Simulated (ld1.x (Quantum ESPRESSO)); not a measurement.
**nickel, TM: configuration errors across variants**

* Element: Ni
* Generator: ld1.x (Quantum ESPRESSO) 7.5
* Type: norm-conserving Troullier–Martins (Kleinman–Bylander form)
* Functional: PBE
* Relativity: fully relativistic
* Frozen core: [Ne] 3s2
* Valence charge: 16
* Reference configuration: 3p6 3d8 4s2 4p0
* Partial waves: 3p (bound): rc 0.75 bohr; 3d (bound): rc 0.90 bohr; 4f channel at -0.05 Ry: rc 2.00 bohr; 4s (bound): rc 2.35 bohr
* Local potential: the s channel
* Core correction: none

Open shells are filled in proportion to 2j + 1 (rel_dist='average').

All-electron excitation energies from the reference (eV): (1) 3p6 3d8 4s1 4p0 9.323; (2) 3p6 3d8 4s0 4p0 26.674; (3) 3p6 3d7 4s0 4p0 64.140; (4) 3p6 3d7 4s2 4p1 10.544; (5) 3p6 3d8 4s1.5 4p0 3.718; (6) 3p6 3d8 4s0 4p2 9.501; (7) 3p6 3d9 4s1 4p0 -1.596.

3 further variants failed, have other tests or another functional or relativity, and are left out.

Errors AE − PS in meV (a dash: test not solved or not reliable):

| change | (1) | (2) | (3) | (4) | (5) | (6) | (7) | bound ghosts |
| --- | --- | --- | --- | --- | --- | --- | --- | --- |
| base | -4.5 | -32 | -265 | -1237 | -0.8 | -1617 | -206 | none |
| wave 4f channel at -0.05 Ry: rc 2.00 bohr becomes 4f channel at -0.05 Ry: rc 1.22 bohr | -4.5 | -32 | -265 | -1237 | -0.8 | -1617 | -206 | none |
| wave 4s (bound): rc 2.35 bohr becomes 4s (bound): rc 2.48 bohr | -3.6 | -35 | -331 | -1226 | -0.5 | -1634 | -194 | none |
| core correction a·sin(br)/r model core inside 0.94 bohr | -6.1 | -46 | -305 | -1243 | -1.1 | -1623 | -209 | none |
| wave 4f channel at -0.05 Ry: rc 2.00 bohr becomes 4f channel at -0.1 Ry: rc 2.00 bohr | -4.5 | -32 | -265 | -1237 | -0.8 | -1617 | -206 | none |
| all radii scaled by about 1.12 (s 2.62, p 0.84, d 1.00, f 2.24 bohr) | -2.8 | -40 | -392 | -1209 | -0.3 | -1651 | -180 | none |
| wave 3p (bound): rc 0.75 bohr becomes 3p (bound): rc 0.96 bohr | -4.5 | -32 | -264 | -1236 | -0.8 | -1617 | -206 | none |
| wave 4s (bound): rc 2.35 bohr becomes 4s (bound): rc 1.74 bohr | -4.6 | -29 | -234 | -1223 | -0.9 | -1586 | -208 | none |
| wave 3d (bound): rc 0.90 bohr becomes 3d (bound): rc 1.14 bohr | -3.8 | -28 | -257 | -1215 | -0.7 | -1615 | -195 | none |

Give the same row for: wave 3d (bound): rc 0.90 bohr becomes 3d (bound): rc 1.08 bohr.

-4.1, -30, -260, -1224, -0.7, -1616, -200; bound ghosts: none.
